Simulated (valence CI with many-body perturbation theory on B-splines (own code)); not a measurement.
## Ag XV: electric-dipole lines

Method: relativistic CI+MBPT: five valence electrons over a frozen Dirac-Fock core [Ar] 3d10, a basis of 9 s, 9 p, 8 d, 6 f, 3 g, 1 h functions for each j, with the one-electron correlation potential Σ1 (screened to all orders), the two-electron term Σ2, the three-electron term Σ3, Breit, model QED; selected single and double excitations, second order for the rest (own B-spline code, finite nucleus).

No measured spectrum was set against this ion. As an estimate, levels hold to about 250 cm⁻¹ or 0.2 % of their energy and the worst to 1 %, as in measured heavy ions of charge 2 to 7; those with d or f electrons hold less well. Among the levels kept, up to 340 cm⁻¹ of a level comes from second order outside the variational space, and about a tenth of that is noise between levels of different J, which matters for small intervals.

Lines 1 to 50 of 181 in falling wavelength, among levels below 815050 cm⁻¹, chosen from the strongest by gf and those to the six lowest levels. Wavelengths and rates use the calculated energies, so an error of 1000 cm⁻¹ moves a line at 588.1 Å by 0.59 % and its rate by three times that or more. Electric multipoles are in the length gauge, E1 and E2 with the static RPA response of the core. Weak lines are less certain than strong ones. Lines between different terms over intervals too small for the method are left out, as are lines whose strength nearly cancels. The highest levels of a list are the least certain.

Names give the largest LS component (configuration and term), which can be under half, so a name can repeat, a term be missing and a line seem to break the LS rules; names also repeat where a configuration has a term twice. Letters in brackets count levels of one name in rising energy.

```tsv
λ vac (Å)	Upper	Lower	A (s⁻¹)	log gf	Branch %
588.1	4p⁵ ²P°_3/2	4s²4p²4d ²P_3/2 [a]	6.68e+07	-1.86	0.3
578.8	4p⁵ ²P°_1/2	4s²4p²4d ²P_1/2 [a]	4.21e+07	-2.37	0.2
561.1	4s4p³4d ⁶D°_5/2	4s²4p²4d ⁴P_3/2	2.81e+07	-2.10	2.1
540.4	4s4p³4d ⁶D°_7/2	4s²4p²4d ⁴P_5/2	5.69e+07	-1.70	8.1
500.1	4s4p⁴ ⁴P_5/2	4s²4p³ ²P°_3/2	7.90e+06	-2.75	0.2
493.3	4p⁵ ²P°_3/2	4s²4p²4d ⁴D_3/2	3.50e+07	-2.29	0.2
490.0	4p⁵ ²P°_3/2	4s²4p²4d ⁴D_1/2	1.73e+07	-2.60	0.1
452.1	4s4p³4d ⁶D°_3/2	4s²4p²4d ⁴D_5/2	2.26e+07	-2.56	1.3
451.9	4p⁵ ²P°_1/2	4s²4p²4d ²P_3/2 [a]	4.20e+07	-2.59	0.2
450.5	4s4p³4d ⁶D°_5/2	4s²4p²4d ⁴D_5/2	2.49e+07	-2.34	1.8
435.1	4s4p³4d ⁶D°_7/2	4s²4p²4d ⁴F_9/2	1.65e+07	-2.43	2.4
431.4	4s4p⁴ ⁴P_3/2	4s²4p³ ²P°_3/2	1.46e+08	-1.79	2.0
431.0	4p⁵ ²P°_3/2	4s4p⁴ ²P_1/2	9.98e+07	-1.95	0.4
425.8	4s4p³4d ⁶D°_9/2	4s²4p²4d ⁴F_9/2	1.70e+08	-1.33	45.1
421.1	4s4p⁴ ⁴P_1/2	4s²4p³ ²P°_3/2	5.45e+07	-2.54	0.7
420.0	4s4p³4d ⁶D°_1/2	4s²4p²4d ⁴D_3/2	9.43e+07	-2.30	8.6
419.0	4s4p³4d ⁶D°_5/2	4s²4p²4d ²F_7/2 [a]	3.29e+07	-2.28	2.4
417.9	4s4p³4d ⁶D°_3/2	4s²4p²4d ⁴D_3/2	1.14e+08	-1.92	6.7
417.7	4s4p³4d ⁶D°_1/2	4s²4p²4d ⁴D_1/2	1.18e+08	-2.21	10.8
416.5	4s4p³4d ⁶D°_5/2	4s²4p²4d ⁴D_3/2	2.88e+07	-2.35	2.1
416.2	4s4p³4d ⁶D°_7/2	4s²4p²4d ²F_7/2 [a]	3.42e+07	-2.15	4.9
415.5	4s4p³4d ⁶D°_3/2	4s²4p²4d ⁴D_1/2	2.54e+07	-2.58	1.5
407.7	4s4p³4d ⁶D°_9/2	4s²4p²4d ²F_7/2 [a]	5.20e+07	-1.89	13.8
405.3	4s4p³4d ⁶D°_7/2	4s²4p²4d ⁴F_7/2	1.59e+08	-1.50	22.7
402.4	4p⁵ ²P°_3/2	4s²4p²4d ⁴F_3/2	1.14e+08	-1.96	0.5
400.0	4s4p³4d ⁶D°_3/2	4s²4p²4d ²F_5/2 [a]	4.99e+07	-2.32	2.9
398.7	4s4p³4d ⁶D°_5/2	4s²4p²4d ²F_5/2 [a]	9.84e+07	-1.85	7.3
397.2	4s4p³4d ⁶D°_9/2	4s²4p²4d ⁴F_7/2	1.47e+08	-1.46	39.0
396.1	4s4p³4d ⁶D°_7/2	4s²4p²4d ²F_5/2 [a]	1.70e+07	-2.50	2.4
393.7	4p⁵ ²P°_1/2	4s²4p²4d ⁴D_3/2	7.89e+07	-2.44	0.4
391.6	4p⁵ ²P°_1/2	4s²4p²4d ⁴D_1/2	3.98e+08	-1.74	1.8
376.2	4s4p⁴ ⁴P_5/2	4s²4p³ ²D°_5/2	4.01e+08	-1.29	8.9
374.0	4s4p³4d ⁶D°_1/2	4s4p⁴ ²P_1/2	8.13e+07	-2.47	7.5
368.5	4s4p³4d ⁶D°_5/2	4s²4p²4d ⁴F_5/2	7.08e+07	-2.06	5.3
367.5	4s4p⁴ ⁴P_3/2	4s²4p³ ²P°_1/2	9.42e+06	-3.12	0.1
366.3	4s4p³4d ⁶D°_7/2	4s²4p²4d ⁴F_5/2	7.33e+07	-1.93	10.5
361.0	4s4p⁴ ²D_3/2	4s²4p³ ²P°_3/2	2.77e+07	-2.66	0.2
360.0	4s4p⁴ ⁴P_1/2	4s²4p³ ²P°_1/2	6.48e+08	-1.60	8.2
355.9	4p⁵ ²P°_3/2	4s4p⁴ ²P_3/2	4.44e+09	-0.47	19.4
354.5	4s4p⁴ ⁴P_5/2	4s²4p³ ²D°_3/2	9.52e+08	-0.97	21.1
353.0	4p⁵ ²P°_1/2	4s4p⁴ ²P_1/2	4.63e+09	-0.76	20.8
349.8	4s4p³4d ⁶D°_5/2	4s²4p²4d ⁴F_3/2	3.13e+07	-2.46	2.3
345.7	4p⁵ ²P°_3/2	4s4p⁴ ²S_1/2	1.87e+09	-0.87	8.2
344.0	4s4p⁴ ²D_5/2	4s²4p³ ²P°_3/2	1.72e+09	-0.74	17.9
336.0	4s4p⁴ ⁴P_3/2	4s²4p³ ²D°_5/2	3.28e+08	-1.65	4.4
315.1	4s4p⁴ ²D_3/2	4s²4p³ ²P°_1/2	4.34e+08	-1.59	3.2
312.9	4s4p⁴ ⁴P_1/2	4s²4p³ ²D°_3/2	2.99e+08	-2.06	3.8
306.2	4p⁵ ²P°_3/2	4s4p⁴ ²D_5/2	8.96e+09	-0.30	39.2
305.5	4s4p⁴ ⁴P_5/2	4s²4p³ ⁴S°_3/2	3.14e+09	-0.58	69.8
304.9	4s4p⁴ ²S_1/2	4s²4p³ ²P°_3/2	8.34e+07	-2.63	0.3
```

(1) How does gf follow from A for the line at 344.0 Å?

## Answers

(1) gf = 1.4992 × (2J+1)_upper × A / σ², with σ = 290701 cm⁻¹ and 2J+1 = 6: gf = 0.183.
